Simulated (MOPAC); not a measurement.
MOPAC input (PM6):

```
PM6 FORCE THERMO(298,298) PRECISE LET UHF MS=0.5 GEO-OK AUX(PRECISION=9) THREADS=1
C2H8GeN

C    -1.74498770 1   -0.67049405 1    0.66817658 1
N    -0.89317654 1    0.24625618 1    0.14286841 1
C    -1.41124396 1    1.05723723 1   -0.98459577 1
Ge    0.94494762 1   -0.16334585 1    0.08089577 1
H    -1.43145981 1   -1.36165064 1    1.42753689 1
H    -2.78354402 1   -0.71432823 1    0.39696949 1
H    -2.44538507 1    1.38425413 1   -0.77177781 1
H    -1.42668976 1    0.51889848 1   -1.94591892 1
H    -0.80971068 1    1.97382057 1   -1.10329304 1
H     1.19508460 1   -1.14268825 1   -1.05626326 1
H     1.24242438 1   -0.75887913 1    1.44913660 1
H     1.62276571 1    1.18055418 1   -0.13797498 1
```

From the output:

```
     H   12   0.001487   0.002186   0.005973   0.230794   0.228259   3.151862

          HEAT OF FORMATION =      30.312973 KCALS/MOLE

          ZERO POINT ENERGY      54.269 KCAL/MOL

           NORMAL COORDINATE ANALYSIS (Total motion = 1 Angstrom)

   Root No.       1         2         3         4         5         6         7         8

                 1 A       2 A       3 A       4 A       5 A       6 A       7 A       8 A

                  45.6     118.0     272.6     280.6     350.7     390.5     554.5     565.8

           1    0.0018   -0.0009   -0.0241    0.0451   -0.0167   -0.0042   -0.0209   -0.0369
           2   -0.0075   -0.0077    0.0127   -0.0364    0.0836   -0.0262   -0.0083   -0.0178
           3    0.0244    0.0216   -0.0139   -0.0523    0.0263    0.0091    0.0035    0.0027
           4    0.0017   -0.0018   -0.0227    0.0477   -0.0184   -0.0087   -0.0222   -0.0373
           5    0.0004   -0.0012   -0.0380    0.0051    0.0066    0.0136    0.0356    0.0463
           6    0.0008    0.0027    0.0600    0.0644    0.0355   -0.0448   -0.0167    0.0497
           7   -0.0066    0.0060    0.0238   -0.0124   -0.0553    0.0240    0.0166    0.0272
           8    0.0047   -0.0054   -0.0595    0.0378    0.0301   -0.0087    0.0193    0.0198
           9   -0.0245   -0.0073   -0.0404    0.0051    0.0216    0.0139    0.0006    0.0020
          10    0.0006   -0.0009    0.0028   -0.0129    0.0187   -0.0033    0.0053    0.0090
          11    0.0003    0.0027    0.0154   -0.0013   -0.0252    0.0055   -0.0108   -0.0074
          12    0.0002   -0.0030    0.0020   -0.0008   -0.0158    0.0021    0.0055   -0.0116
          13    0.0053    0.0029   -0.0445    0.0856   -0.0599    0.0494    0.0173    0.0300
          14   -0.0115   -0.0110    0.0173   -0.0704    0.0937   -0.0899   -0.0306   -0.0577
          15    0.0448    0.0298    0.0579    0.0169    0.1985    0.2944   -0.0184   -0.0590
          16   -0.0006   -0.0045   -0.0024   -0.0055    0.0217   -0.0492   -0.0570   -0.1121
          17   -0.0090   -0.0111    0.0460   -0.0459    0.1424   -0.0158   -0.0373   -0.0693
          18    0.0249    0.0274   -0.1292   -0.1960   -0.1683   -0.2474    0.0266    0.0100
          19    0.0108   -0.1456    0.0842   -0.0492   -0.0866    0.0390    0.0427    0.1026
          20    0.0032    0.1021   -0.0040    0.0413    0.0248   -0.0300    0.0243    0.0795
          21   -0.0106   -0.2202   -0.0509   -0.0244    0.0059    0.0457    0.0132   -0.0062
          22   -0.0412    0.2531   -0.0060   -0.0312   -0.0596    0.0581    0.0377    0.0415
          23    0.0013   -0.1303   -0.1079   -0.0020    0.0163    0.0416    0.0351   -0.0132
          24   -0.0262   -0.0699   -0.0654   -0.0146    0.0156    0.0399    0.0092   -0.0144
          25    0.0051   -0.0784    0.0377   -0.0099   -0.0592    0.0176    0.0141    0.0343
          26    0.0136    0.0091   -0.0746    0.0969    0.0690   -0.0621   -0.0287   -0.0516
          27   -0.0573    0.2555   -0.0843    0.0114    0.0382    0.0258   -0.0015   -0.0307
          28    0.2147    0.0101   -0.0356   -0.0683   -0.0090    0.0240   -0.1609    0.0173
          29    0.1330    0.0190    0.0902    0.0623    0.0239   -0.0419    0.2681   -0.0944
          30    0.0179   -0.0002    0.0177    0.0138   -0.0015   -0.0083    0.0578   -0.0182
          31   -0.1405   -0.0056    0.0678   -0.0595    0.0135   -0.0095    0.0296   -0.0947
          32    0.0231    0.0002   -0.0386    0.0197   -0.0171    0.0144   -0.0614    0.0904
          33   -0.2038   -0.0215   -0.0540   -0.0212   -0.0134    0.0238   -0.1563    0.1267
          34   -0.0662   -0.0046    0.0126    0.0128    0.0086   -0.0104    0.0550   -0.0301
          35   -0.1507   -0.0036    0.0466   -0.0939    0.0133    0.0113   -0.0175   -0.0169
          36    0.1850    0.0073   -0.0245   -0.0636   -0.0016    0.0224   -0.1459    0.0795

   Root No.       9        10        11        12        13        14        15        16

                 9 A      10 A      11 A      12 A      13 A      14 A      15 A      16 A

                 567.0     774.0     810.7     811.6     832.0    1014.8    1064.4    1075.7

           1    0.0103    0.0143   -0.0004   -0.0033   -0.0155    0.0197    0.0207   -0.0510
           2   -0.0064   -0.0017   -0.0005   -0.0016    0.0145    0.0626    0.0059   -0.0016
           3   -0.0042   -0.0046    0.0074    0.0062   -0.0834    0.0086   -0.0010    0.0055
           4    0.0065    0.0102   -0.0014   -0.0018    0.0027    0.0048    0.0062    0.0034
           5    0.0159   -0.0107    0.0014    0.0006   -0.0011    0.0242    0.0115   -0.0201
           6    0.0155   -0.0119   -0.0072    0.0016    0.0173   -0.0037    0.0322    0.0148
           7    0.0137   -0.0052   -0.0015   -0.0020    0.0022   -0.0155   -0.0416    0.0665
           8    0.0224   -0.0156   -0.0002   -0.0029    0.0015   -0.0636   -0.0081    0.0110
           9    0.0041   -0.0025   -0.0012   -0.0001    0.0036    0.0005   -0.0645   -0.0327
          10   -0.0104    0.0017   -0.0031   -0.0045   -0.0000   -0.0000    0.0002    0.0008
          11   -0.0084   -0.0034    0.0018   -0.0038   -0.0011    0.0002   -0.0000   -0.0002
          12   -0.0038   -0.0023   -0.0053    0.0016   -0.0006    0.0003    0.0000   -0.0006
          13    0.0409   -0.0003   -0.0064   -0.0104    0.0361    0.2719    0.0267   -0.0395
          14   -0.0263    0.0075    0.0070    0.0061   -0.0607   -0.1140    0.0026   -0.0073
          15   -0.0212    0.0127   -0.0271   -0.0243    0.3676   -0.0465   -0.0170   -0.0112
          16   -0.0236    0.0302    0.0021   -0.0025    0.0137   -0.2345    0.0092   -0.0602
          17   -0.0285    0.0067    0.0069    0.0047   -0.0435   -0.1262   -0.0026   -0.0110
          18   -0.0097    0.0095   -0.0265   -0.0265    0.3668    0.0030    0.0190   -0.0095
          19    0.0152   -0.0196   -0.0036    0.0072   -0.0016   -0.0821    0.0245   -0.1895
          20    0.0228   -0.0260   -0.0054    0.0050    0.0062   -0.0745   -0.1361   -0.2143
          21    0.0039   -0.0006    0.0026   -0.0015   -0.0040   -0.0183    0.1250    0.0328
          22    0.0114   -0.0121    0.0043   -0.0010   -0.0057   -0.0739    0.1840   -0.0150
          23    0.0176   -0.0075    0.0072   -0.0070    0.0002   -0.0519    0.2513    0.1602
          24    0.0027    0.0008    0.0028   -0.0025    0.0025   -0.0034    0.0959    0.0571
          25    0.0143   -0.0059   -0.0029   -0.0011    0.0026   -0.0093   -0.0960    0.0291
          26    0.0217    0.0040   -0.0059   -0.0097    0.0051    0.0469   -0.2412    0.2431
          27    0.0004    0.0032    0.0025   -0.0023    0.0014    0.0018    0.1158    0.0816
          28    0.1466   -0.1245    0.0371    0.3582    0.0396    0.0037    0.0036    0.0025
          29    0.0432    0.2410    0.1935    0.1329    0.0237   -0.0027   -0.0085   -0.0007
          30    0.0032    0.0597    0.0525    0.0056    0.0041   -0.0007   -0.0009   -0.0001
          31    0.2259   -0.1719    0.2560   -0.0633    0.0278    0.0046   -0.0011   -0.0151
          32   -0.1479    0.1561   -0.0662    0.0963   -0.0037   -0.0028    0.0000    0.0107
          33   -0.0648    0.1719    0.2946    0.1400    0.0382   -0.0046   -0.0040    0.0134
          34   -0.0592   -0.0690   -0.0215    0.1240    0.0105    0.0035    0.0003    0.0008
          35    0.2882    0.2170   -0.2768    0.0890   -0.0258   -0.0117    0.0032   -0.0010
          36    0.1425    0.1566    0.1083   -0.3001   -0.0183   -0.0104   -0.0005   -0.0011

   Root No.      17        18        19        20        21        22        23        24

                17 A      18 A      19 A      20 A      21 A      22 A      23 A      24 A

                1237.9    1249.7    1254.4    1343.8    1354.7    1445.5    2271.9    2279.2

           1   -0.0195   -0.0042    0.0075   -0.0407    0.0125   -0.1447   -0.0003    0.0005
           2    0.0292    0.0061   -0.0205    0.0002    0.0011   -0.0035    0.0002    0.0004
           3    0.0053    0.0006   -0.0042    0.0042   -0.0018    0.0058   -0.0001    0.0001
           4    0.0109   -0.0001   -0.0049    0.0054    0.0077    0.1733    0.0002   -0.0022
           5   -0.0685   -0.0158    0.0560   -0.0048   -0.0068    0.0446    0.0004   -0.0014
           6   -0.0087   -0.0070    0.0059   -0.0009   -0.0027   -0.0061   -0.0013   -0.0002
           7   -0.0166    0.0057   -0.0244   -0.0132   -0.0196   -0.0310   -0.0002    0.0005
           8    0.0615    0.0195   -0.0304   -0.0210   -0.0326   -0.0262    0.0001    0.0002
           9    0.0068   -0.0282   -0.0019   -0.0004   -0.0017    0.0080    0.0001   -0.0002
          10   -0.0003   -0.0002    0.0003   -0.0001   -0.0001   -0.0002   -0.0011   -0.0084
          11    0.0011    0.0001   -0.0008   -0.0003    0.0001   -0.0009    0.0040   -0.0047
          12    0.0009    0.0001   -0.0008   -0.0001    0.0002   -0.0003   -0.0081   -0.0013
          13    0.0876    0.0325   -0.0560    0.2134   -0.1347   -0.1449    0.0010   -0.0001
          14   -0.0511   -0.0204    0.0301   -0.1515    0.0895    0.0264    0.0012   -0.0016
          15   -0.0170   -0.0043    0.0133   -0.0447    0.0254   -0.0076    0.0002   -0.0003
          16   -0.1208   -0.0188    0.0910    0.2010   -0.1408   -0.1213   -0.0002   -0.0003
          17   -0.0534   -0.0082    0.0457    0.1528   -0.0985   -0.0022   -0.0009   -0.0005
          18   -0.0046   -0.0002    0.0089   -0.0009   -0.0031   -0.0298    0.0007    0.0003
          19    0.0569    0.2470    0.0087    0.1012    0.1654    0.0138    0.0006   -0.0004
          20   -0.0425   -0.0038   -0.1763    0.1009    0.1390    0.0175    0.0006   -0.0007
          21    0.1170    0.1762    0.1688   -0.0332   -0.0306   -0.0022    0.0001    0.0003
          22    0.2573   -0.1601    0.1680    0.0594    0.0914   -0.0447    0.0001    0.0003
          23   -0.0914   -0.1324   -0.1757    0.1009    0.1311   -0.0840    0.0003    0.0002
          24   -0.0596   -0.0825   -0.0797    0.0573    0.0767   -0.0371   -0.0007    0.0004
          25    0.0376   -0.1022    0.0237    0.0043    0.0046   -0.0155   -0.0006   -0.0015
          26    0.0110    0.0684    0.1790    0.1274    0.2024   -0.1786   -0.0001    0.0009
          27   -0.1370    0.3226   -0.0552   -0.0068   -0.0000    0.0082   -0.0002   -0.0005
          28   -0.0063   -0.0020    0.0050   -0.0005   -0.0011   -0.0056    0.0201   -0.0257
          29    0.0118    0.0023   -0.0075    0.0003    0.0016    0.0034   -0.0959   -0.0244
          30    0.0011    0.0002   -0.0009   -0.0001    0.0000   -0.0011    0.5042    0.0381
          31   -0.0131   -0.0021    0.0094   -0.0016    0.0018    0.0168   -0.1398    0.2052
          32    0.0076    0.0012   -0.0052    0.0010   -0.0010   -0.0052   -0.2204    0.3830
          33    0.0117    0.0027   -0.0082    0.0004   -0.0004   -0.0124    0.0421   -0.1213
          34   -0.0001   -0.0006    0.0004   -0.0002   -0.0001    0.0007    0.1987    0.4437
          35    0.0021   -0.0021   -0.0014    0.0008   -0.0006    0.0198    0.0185   -0.0032
          36    0.0016    0.0006   -0.0019    0.0010    0.0008    0.0213    0.0512    0.1772

   Root No.      25        26        27        28        29        30

                25 A      26 A      27 A      28 A      29 A      30 A

                2370.6    2665.8    2671.5    2735.4    2763.6    2788.9

           1   -0.0001   -0.0008    0.0009    0.0015   -0.0007   -0.0361
           2    0.0001    0.0009   -0.0012   -0.0564   -0.0018   -0.0028
           3    0.0001   -0.0000   -0.0003   -0.0075   -0.0002    0.0018
           4   -0.0011    0.0011   -0.0019    0.0004   -0.0028   -0.0041
           5    0.0019   -0.0002    0.0011   -0.0035   -0.0049   -0.0001
           6    0.0009   -0.0022   -0.0006   -0.0005   -0.0002    0.0008
           7   -0.0001    0.0158   -0.0394    0.0028   -0.0110    0.0003
```
